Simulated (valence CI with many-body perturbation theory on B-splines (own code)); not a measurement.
Values are calculated unless marked as measured or tabulated.
**Br XV: what the settings do**

Method: configuration interaction combined with many-body perturbation theory (CI+MBPT): three valence electrons over a frozen Dirac-Fock core [Ar], radial functions for each j: 6 s, 6 p, 5 d, 5 f, 1 g, with the one-electron correlation potential Σ1, the two-electron term Σ2, the three-electron term Σ3, Breit, model QED; selected CI, second order for the rest, scaled by the run's own slope (own B-spline code, finite nucleus).

No measured spectrum was set against this ion. As an estimate, terms of the open shell hold to 2 to 4 % of their energy, and close levels can change places. Only levels of the ground parity were solved; by the run's estimate the other parity begins above the list, which can be wrong where configurations are misplaced.

The reference run has the lowest level 3d3 4F_3/2 and an ionisation energy of 482.214 eV. Its largest variational space holds 2171 state functions.

Names give the largest LS component (configuration and term), which can be under half, so a name can repeat, a term be missing and a line seem to break the LS rules; names also repeat where a configuration has a term twice. Letters in brackets count levels of one name in rising energy.

Changed runs:
A. lowest core n in screening and Σ2 1 → 1
B. shift of the energy in Σ1 (hartree) 0 → 1.606; Davidson tolerance 2e-05 → 0.0003
C. orbitals per symmetry with explicit Σ2 and valence Breit (the others get mean screening factors) 5 → 2
D. scale of Σ1 1 → 2 (bad on purpose)

Excitation energies of the reference run in cm⁻¹, and shifts in cm⁻¹:

```tsv
Level	Reference	A	B	C	D
3d3 4F_5/2	4847	0	-11	+4.9	+117
3d3 4F_7/2	10441	0	-22	+14	+234
3d3 4F_9/2	16244	0	-31	+30	+335
3d3 4P_3/2	40887	0	+10	-202	+185
3d3 4P_1/2	41673	0	+2.4	-256	+244
3d3 2G_7/2	47319	0	-2.0	+412	+342
3d3 4P_5/2	49272	0	-13	-256	+409
3d3 2G_9/2	50297	0	-2.1	+450	+357
3d3 2D_3/2 [a]	58555	0	+0.7	+67	+396
3d3 2P_1/2	62018	0	-5.0	+6.7	+448
3d3 2H_9/2	67412	0	-17	+558	+578
3d3 2H_11/2	67510	0	-8.2	+594	+507
Ionisation energy (eV)	482.214	0	+0.437	+0.119	+2.516
```

No effect on these energies: A.
